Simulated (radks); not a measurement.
Neutral krypton inside a hard spherical wall (all orbitals vanish at R), configuration held at [Kr] and not refilled when levels cross. Method: scalar-relativistic Kohn-Sham, PBE, spin-polarised, spherical densities, finite nucleus; Fermi nuclear charge, rms radius 4.1884 fm; computed with a radial shooting solver on a logarithmic mesh with Libxc functionals. Eigenvalues in eV for spin up, with the zero of energy where the potential of the charges vanishes at infinity; a dash marks a level that is unbound or too diffuse for the functional's potential to be trusted. A positive occupied level is held by the wall or, in an anion where self-interaction has pushed it up, behind a barrier. The pressure on the wall is -dE/dV.

| R (bohr) | E (hartree) | kinetic (hartree) | e(3p) | e(3d) | e(4s) | e(4p) | e(5s, empty) | e(5p, empty) | pressure (GPa) |
|---|---|---|---|---|---|---|---|---|---|
| free | -2790.24145 | 2854.019 | -195.19 | -81.402 | -23.049 | -9.247 | - | - | 0 |
| 15 | -2790.24145 | 2854.019 | -195.19 | -81.402 | -23.049 | -9.247 | - | - | < 0.0001 |
| 8 | -2790.24118 | 2854.022 | -195.17 | -81.379 | -23.030 | -9.230 | 0.704 | 3.206 | 0.0162 |
| 6 | -2790.23422 | 2854.082 | -194.85 | -81.058 | -22.773 | -8.977 | 3.518 | 7.757 | 0.773 |
| 5 | -2790.20360 | 2854.293 | -193.94 | -80.160 | -22.089 | -8.267 | 7.810 | 13.845 | 5.92 |
| 4 | -2790.03302 | 2855.259 | -190.83 | -77.066 | -19.808 | -5.739 | 19.044 | 28.150 | 53.4 |
| 2.5 | -2786.81097 | 2868.039 | -167.74 | -54.291 | 0.319 | 18.114 | 101.60 | 119.81 | 2610 |
| 2 | -2780.25617 | 2889.428 | -144.40 | -31.244 | 29.994 | 52.473 | 206.28 | 228.90 | 13200 |
| 1.5 | -2755.80875 | 2961.605 | -93.399 | 21.009 | 126.02 | 157.44 | 486.11 | 509.59 | 98100 |
